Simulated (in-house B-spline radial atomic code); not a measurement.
## Solving the quasi-particle equation for 4s of neutral zinc

Configuration [Ar] 3d10 4s2, start HSE06; correlation leaves out the 6 deepest shells. Computed with an all-electron radial atomic-structure program (B-spline basis): all electrons, scalar-relativistic (spin-free one-electron X2C), finite nucleus, each spin shell either full or empty, empty states to l = 9 with an (l + 1/2)⁻⁴ tail; G0W0 by contour deformation at full frequency.

At the mean-field level ε = -6.384 eV the matrix elements are Σx = -11.838 eV, v_xc = -10.037 eV and Σc(ε) = -1.0 eV, and the slope of the correlation self-energy is dΣc/dω = -0.1162. The quasi-particle energy solves E = ε + Σx − v_xc + Σc(E).

(1) What does the linearised equation give?

(2) How does that compare with the full solution and with static screening?

Answers

(1) Z = 1/(1 − dΣc/dω) = 1/1.1162 = 0.8959. The first-order shift is Σx − v_xc + Σc(ε) = -11.838 − (-10.037) + (-1.0) = -2.801 eV, so E ≈ ε + Z × shift = -6.384 + 0.8959 × (-2.801) = -8.893 eV.

(2) Solving the equation at full frequency dependence gives E = -8.869 eV, where Σc = -0.684 eV and the weight is 0.872; the linearised value is off by 24 meV. Leaving Z out would give -9.185 eV. Static COHSEX puts -2.283 eV in place of Σc and gives -10.468 eV, 1.60 eV deeper. The tabulated removal energy is 9.394 eV (NIST, measured); the run leaves out spin-orbit coupling, Breit and QED terms.
